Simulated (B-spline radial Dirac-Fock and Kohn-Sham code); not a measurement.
X-ray form factors of zirconium in several charge states

Method: Dirac-Fock orbitals of the configuration average with a finite nucleus. Computed with an atomic code on a B-spline grid.

Configurations: Zr⁸⁺ [Ar] 3d10 4s2 4p2; Zr⁹⁺ [Ar] 3d10 4s2 4p1; Zr¹¹⁺ [Ar] 3d10 4s1; Zr¹³⁺ [Ar] 3d9. The first column is f₀ of Zr⁸⁺, the others are differences from it.

```tsv
s (Å⁻¹)	Zr⁸⁺	Δ Zr⁹⁺	Δ Zr¹¹⁺	Δ Zr¹³⁺
0	32.000	-1.000	-3.000	-5.000
0.1	31.243	-0.875	-2.660	-4.540
0.2	29.230	-0.573	-1.824	-3.390
0.3	26.550	-0.253	-0.896	-2.059
0.4	23.765	-0.035	-0.208	-0.988
0.5	21.184	+0.058	+0.135	-0.350
0.7	16.822	+0.036	+0.144	-0.036
0.9	13.295	-0.015	-0.025	-0.109
1.1	10.533	-0.022	-0.071	-0.112
1.4	7.827	-0.006	-0.027	-0.025
```
